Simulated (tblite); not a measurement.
Run record: tight-binding relaxation, `C[Se]CC(B(F)F)=C(C)C`.

Computed with GFN2-xTB geometry optimisation, gas phase (tblite 0.8.0). Start geometry: from a force field or distance geometry. A driver script takes a list of jobs; this job's settings line and coordinates (Å) are shown.

Command:
```bash
OMP_NUM_THREADS=1 python probes_run.py task.json out
```

Input:
```
{"job": {"kind": "relax", "xc": "GFN2-xTB", "basis": "xTB"}, "charge": 0, "multiplicity": 1}
C      3.899900     0.114800     0.101000
Se     2.193000    -0.236800     1.002300
C      0.881100    -0.423400    -0.409800
C     -0.351700     0.296700     0.024400
B     -0.243000     1.818300     0.352900
F      1.033500     2.485000     0.459000
F     -1.347100     2.628500    -0.179500
C     -1.529100    -0.290300     0.188300
C     -1.774600    -1.742200    -0.076300
C     -2.698000     0.522400     0.643500
H      3.797900     1.003700    -0.531300
H      4.108200    -0.813200    -0.491200
H      4.650600     0.179000     0.910200
H      0.745100    -1.474500    -0.659700
H      1.272300     0.110100    -1.309200
H     -1.171000    -2.151800    -0.878100
H     -1.650300    -2.269800     0.905200
H     -2.866400    -1.885000    -0.353700
H     -3.451300    -0.163500     1.110700
H     -3.120500     1.014500    -0.248200
H     -2.387500     1.294500     1.379800
```

Output:
```
step      E/eV     max force
  0    -880.53743    3.456
  1    -881.11101    2.391
  2    -881.33633    2.962
  3    -881.46444    0.986
  4    -881.51850    0.523
  5    -881.55848    0.589
  6    -881.57250    0.465
  7    -881.59415    0.398
  8    -881.60837    0.365
  9    -881.62198    0.338
... (191 lines left out)
201    -881.91138    0.012
202    -881.91142    0.020
203    -881.91147    0.020
204    -881.91155    0.021
205    -881.91166    0.026
206    -881.91179    0.025
207    -881.91192    0.024
208    -881.91202    0.020
209    -881.91210    0.016
210    -881.91215    0.010
```

«max force» is the largest atomic force in eV/Å.

Q: From which step on does the largest force stay under 0.1 eV/Å, and how much energy is left to gain from there?

A: From step 112 (0.084 eV/Å), 38.6 meV above the end.

In short: energy lowered by 31.7 kcal/mol over 210 steps; largest atomic force 0.010 eV/Å at the end.

Q: Give the final coordinates.

A: 1.118 Å rms from the input after alignment:
```
atom  x, y, z in Å
C1     2.9606    0.1624    0.8308
Se2    2.0404   -1.4342    0.2029
C3     0.8304   -0.5368   -1.0990
C4    -0.1815    0.3368   -0.4173
B5     0.1884    1.8378   -0.3707
F6     1.2484    2.3018   -1.0217
F7    -0.4447    2.7940    0.2937
C8    -1.2909   -0.2232    0.1221
C9    -1.5263   -1.6994    0.0620
C10   -2.3698    0.5428    0.8109
H11    2.2442    0.8227    1.3146
H12    3.4269    0.6606   -0.0149
H13    3.7173   -0.1552    1.5423
H14    0.3743   -1.3453   -1.6694
H15    1.4864    0.0410   -1.7492
H16   -1.7200   -2.0118   -0.9648
H17   -0.6469   -2.2451    0.4080
H18   -2.3791   -1.9818    0.6731
H19   -2.4031    0.2489    1.8604
H20   -3.3334    0.2861    0.3707
H21   -2.2307    1.6149    0.7560
```

Q: How long does this job take on one thread of an Arm Neoverse V1, on a shared host?

A: About 2.0 s.
Labels such as C1 count atoms from 1, the log's own numbers from 0.
